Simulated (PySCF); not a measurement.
# Computed records: CH5BOSi, BH4NOSi

Computed with PySCF 2.14.0. Calculation on a computer-drawn molecule: the log of a Hartree-Fock and frozen-core CCSD(T) single point meant for a local Hartree-Fock minimum, with one planted fault or none, to be diagnosed. Offsets are logged minus clean, where the clean run is the same molecule without the fault. The reference is restricted for singlets and unrestricted otherwise, and also for a bond in bohr or an excited solution. Adding or removing an electron swaps singlet and doublet. The excited solution moves the top pair (singlet) or top alpha electron (doublet) to the lowest empty orbital. Highest occupied and lowest empty are orbital energies over both spins, largest force is the largest gradient component, triples share is (T) over the correlation energy, the T1 limit is 0.02 restricted and 0.045 unrestricted, electrons count all cores, a negative frequency is imaginary (commonest isotopes), and the dipole is about the centre of nuclear charge.

Common to all runs: meant charge 0; meant multiplicity 1; meant basis cc-pV(D+d)Z; logged electrons 38; logged SCF converged yes; possible faults no fault, one electron removed, one electron added, multiplicity raised by two, geometry at a saddle point, SCF held on an excited solution, minimal basis STO-3G, one bond length entered in bohr, all coordinates scaled.

```yaml
- entry: 1
  formula: CH5BOSi
  logged_structure:
    atoms_angstrom:
      - [O, -0.1097, -1.5911, -2.4329]
      - [B, 0.2512, -0.6238, -1.548]
      - [C, -0.2345, -0.5631, -0.0797]
      - [Si, 0.2831, 0.6946, 0.9417]
      - [H, -0.6949, -2.2384, -2.0699]
      - [H, 0.9978, 0.2159, -1.984]
      - [H, -0.9089, -1.3171, 0.3216]
      - [H, 1.1924, 1.7615, 0.4993]
      - [H, -0.1224, 0.8379, 2.351]
  given:
    logged_basis_functions: 90
    logged_spin_squared: 0.0
    "logged_highest_occupied [eV]": -8.9852
    "logged_lowest_empty [eV]": 1.5841
    "logged_largest_force [hartree/bohr]": 1.9074e-05
    "logged_lowest_frequency [cm^-1]": 122.97
    logged_T1_diagnostic: 0.016085
    logged_D1_diagnostic: 0.052679
    logged_triples_share: 0.031188
    logged_CC_converged: "yes"
    "logged_dipole_magnitude [debye]": 2.9128
    logged_SCF_stable_within_its_kind: "yes"
    "logged_energy_HF [hartree]": -429.27441
    "logged_energy_CCSD(T) [hartree]": -429.83753
    drawn_bonds_atom: [1, 2, 3, 1, 2, 3, 4, 4]
    drawn_bonds_other_atom: [2, 3, 4, 5, 6, 7, 8, 9]
    drawn_bonds_order: [1, 1, 2, 1, 1, 1, 1, 1]
  results:
    planted_fault: "no fault"
    "HF_energy_offset_from_clean_run [kcal/mol]": 0.0
    "CCSD(T)_energy_offset_from_clean_run [kcal/mol]": 0.0
- entry: 2
  formula: CH5BOSi
  logged_structure:
    atoms_angstrom:
      - [O, -0.1097, -1.5911, -2.4329]
      - [B, 0.2512, -0.6238, -1.548]
      - [C, -0.2345, -0.5631, -0.0797]
      - [Si, 0.2831, 0.6946, 0.9417]
      - [H, -0.6949, -2.2384, -2.0699]
      - [H, 0.9978, 0.2159, -1.984]
      - [H, -0.9089, -1.3171, 0.3216]
      - [H, 1.1924, 1.7615, 0.4993]
      - [H, -0.1224, 0.8379, 2.351]
  given:
    logged_basis_functions: 90
    logged_spin_squared: 0.0
    "logged_highest_occupied [eV]": -3.9945
    "logged_lowest_empty [eV]": -3.5652
    "logged_largest_force [hartree/bohr]": 0.17368
    logged_CC_converged: "no"
    "logged_dipole_magnitude [debye]": 5.3548
    logged_SCF_stable_within_its_kind: "no"
    "logged_energy_HF [hartree]": -428.90593
    drawn_bonds_atom: [1, 2, 3, 1, 2, 3, 4, 4]
    drawn_bonds_other_atom: [2, 3, 4, 5, 6, 7, 8, 9]
    drawn_bonds_order: [1, 1, 2, 1, 1, 1, 1, 1]
  results:
    planted_fault: "SCF held on an excited solution"
    "HF_energy_offset_from_clean_run [kcal/mol]": 231.2
  notes: ["CCSD not converged"]
- entry: 3
  formula: BH4NOSi
  logged_structure:
    atoms_angstrom:
      - [O, -1.3219, -1.7514, -1.2992]
      - [B, -0.6927, -0.5412, -1.2636]
      - ["N", 0.7073, -0.4061, -1.2552]
      - [Si, 2.2352, -0.1512, -1.244]
      - [H, -0.7118, -2.4735, -1.3174]
      - [H, -1.4097, 0.4231, -1.2389]
      - [H, 3.0545, 0.0071, -2.456]
      - [H, 3.0479, -0.0611, -0.0205]
  given:
    logged_basis_functions: 85
    logged_spin_squared: 2.0292
    "logged_highest_occupied [eV]": -6.7253
    "logged_lowest_empty [eV]": -0.34939
    "logged_largest_force [hartree/bohr]": 0.17628
    logged_T1_diagnostic: 0.018159
    logged_D1_diagnostic: 0.074764
    logged_triples_share: 0.024841
    logged_CC_converged: "yes"
    "logged_dipole_magnitude [debye]": 1.004
    logged_SCF_stable_within_its_kind: "yes"
    "logged_energy_HF [hartree]": -445.22586
    "logged_energy_CCSD(T) [hartree]": -445.7622
    drawn_bonds_atom: [1, 2, 3, 1, 2, 4, 4]
    drawn_bonds_other_atom: [2, 3, 4, 5, 6, 7, 8]
    drawn_bonds_order: [1, 1, 2, 1, 1, 1, 1]
  results:
    planted_fault: "multiplicity raised by two"
    "HF_energy_offset_from_clean_run [kcal/mol]": 60.73
    "CCSD(T)_energy_offset_from_clean_run [kcal/mol]": 87.09
- entry: 4
  formula: BH4NOSi
  logged_structure:
    atoms_angstrom:
      - [O, -1.3219, -1.7514, -1.2992]
      - [B, -0.6927, -0.5412, -1.2636]
      - ["N", 0.7073, -0.4061, -1.2552]
      - [Si, 2.2352, -0.1512, -1.244]
      - [H, -0.1689, -3.1161, -1.3335]
      - [H, -1.4097, 0.4231, -1.2389]
      - [H, 3.0545, 0.0071, -2.456]
      - [H, 3.0479, -0.0611, -0.0205]
  given:
    logged_basis_functions: 85
    logged_spin_squared: 0.8342
    "logged_highest_occupied [eV]": -10.375
    "logged_lowest_empty [eV]": 1.4845
    "logged_largest_force [hartree/bohr]": 0.022169
    logged_T1_diagnostic: 0.057371
    logged_D1_diagnostic: 0.29637
    logged_triples_share: 0.040317
    logged_CC_converged: "yes"
    "logged_dipole_magnitude [debye]": 4.1606
    logged_SCF_stable_within_its_kind: "yes"
    "logged_energy_HF [hartree]": -445.19522
    "logged_energy_CCSD(T) [hartree]": -445.76138
    drawn_bonds_atom: [1, 2, 3, 1, 2, 4, 4]
    drawn_bonds_other_atom: [2, 3, 4, 5, 6, 7, 8]
    drawn_bonds_order: [1, 1, 2, 1, 1, 1, 1]
  results:
    planted_fault: "one bond length entered in bohr, row 4 of the drawn bonds"
    "HF_energy_offset_from_clean_run [kcal/mol]": 79.96
    "CCSD(T)_energy_offset_from_clean_run [kcal/mol]": 87.6
  notes: ["T1 above single-reference limit"]
```
